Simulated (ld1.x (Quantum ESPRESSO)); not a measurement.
Varying the PAW potential for Cu (Z = 29)

Base potential:

```
Element                 : copper
Generator               : ld1.x (Quantum ESPRESSO) 7.5
Type                    : PAW
Functional              : LDA (PZ)
Relativity              : scalar-relativistic
Frozen core             : [Ar]
Valence charge          : 11
Reference configuration : 3d10 4s1 4p0
Partial waves           : 4s (bound): rcut 2.25, rcutus 2.50 bohr; 4s channel at 2.05 Ry: rcut 2.25, rcutus 2.50 bohr; 4p (bound, empty): rcut 2.00, rcutus 2.45 bohr; 4p channel at 1.15 Ry: rcut 2.00, rcutus 2.45 bohr; 3d (bound): rcut 1.60, rcutus 1.70 bohr; 3d channel at 1.7 Ry: rcut 1.60, rcutus 1.70 bohr
Local potential         : all-electron potential smoothed inside 1.50 bohr (lloc = -1)
Core correction         : Bessel-smoothed model core inside 1.55 bohr
Augmentation charge     : BESSEL, radius 1.40 bohr
```

All-electron outer shells of the reference configuration (LDA (PZ), scalar-relativistic, ld1.x):

```csv
shell,level (eV),outermost node (bohr),outermost maximum (bohr)
3s,-114.15,0.29,0.61
3p,-72.03,0.26,0.62
3d,-5.32,–,0.60
4s,-4.87,0.89,2.24
4p,-0.79,0.98,3.52
```

Cutoffs, loose and tight: the cutoffs (Ry, on a coarse ladder) from which the occupation-weighted sum of valence levels, in a spherical-Bessel basis at the reference potential, stays within 10 and 1 mRy of its value at 400 Ry. They do not see the model core or the augmentation charge, which bear on the density cutoff. Test errors are all-electron minus pseudo excitation energies from the reference, over the configurations 3d10 4s0 4p0; 3d9 4s0 4p0; 3d8 4s0 4p0; 3d9 4s1 4p1; 3d10 4s0 4p1; 3d10 4s0.5 4p0; 3d9 4s1 4p0 (two spin-polarised tests are not counted in the largest error). A dash means not determined; rows that change the core or the reference have their own tests. The largest error is taken over the tests solved by every variant that gives reliable tests at all: 3d10 4s0 4p0; 3d10 4s0 4p1; 3d10 4s0.5 4p0; 3d8 4s0 4p0; 3d9 4s0 4p0; 3d9 4s1 4p0; 3d9 4s1 4p1.

| change | outcome | cutoff, loose | cutoff, tight | bound ghosts | largest test error (meV) |
| --- | --- | --- | --- | --- | --- |
| base | generated | 40 Ry | 60 Ry | none | -490 |
| waves 3d (bound): rcut 1.14, rcutus 1.20 bohr; 3d channel at 1.7 Ry: rcut 1.14, rcutus 1.20 bohr | generated | 100 Ry | 140 Ry | none | -478 |
| waves 3d (bound): rcut 1.34, rcutus 1.42 bohr; 3d channel at 1.7 Ry: rcut 1.34, rcutus 1.42 bohr | generated | 55 Ry | 90 Ry | none | -479 |
| waves 3d (bound): rcut 1.60, rcutus 1.82 bohr; 3d channel at 1.7 Ry: rcut 1.60, rcutus 1.82 bohr | generated | 35 Ry | 50 Ry | none | -563 |
| waves 3d (bound): rcut 1.60, rcutus 2.30 bohr; 3d channel at 1.7 Ry: rcut 1.60, rcutus 2.30 bohr | generated | 18 Ry | 35 Ry | none | -585 |

What comes out with this change to the base: waves 3d (bound): rcut 1.60, rcutus 2.48 bohr; 3d channel at 1.7 Ry: rcut 1.60, rcutus 2.48 bohr?

outcome: generated; cutoff, loose: 18 Ry; cutoff, tight: 25 Ry; bound ghosts: none; largest test error (meV): -637.

What comes out with this change to the base: waves 3d (bound): rcut 1.50, rcutus 1.60 bohr; 3d channel at 1.7 Ry: rcut 1.50, rcutus 1.60 bohr?

outcome: generated; cutoff, loose: 45 Ry; cutoff, tight: 70 Ry; bound ghosts: none; largest test error (meV): -484.

What comes out with this change to the base: waves 3d (bound): rcut 1.60, rcutus 2.08 bohr; 3d channel at 1.7 Ry: rcut 1.60, rcutus 2.08 bohr?

outcome: generated; cutoff, loose: 25 Ry; cutoff, tight: 40 Ry; bound ghosts: none; largest test error (meV): -545.

Reading the sweep of the d radius (base included, trends over the rows without a ghost): The loose cutoff falls from 100 Ry at 1.2 to 18 Ry at 2.48 bohr. A larger radius leaves more room for a smooth pseudo-wave, so fewer plane waves are needed; a smaller one forces it to follow the all-electron wave where it bends sharply. The median size of the test errors (rows with all tests solved) rises from 41.4 meV at 1.2 to 54.8 meV at 2.48 bohr, with one reversal. More of the atom is replaced by a form fitted at one configuration, so other configurations suffer as the radius grows.
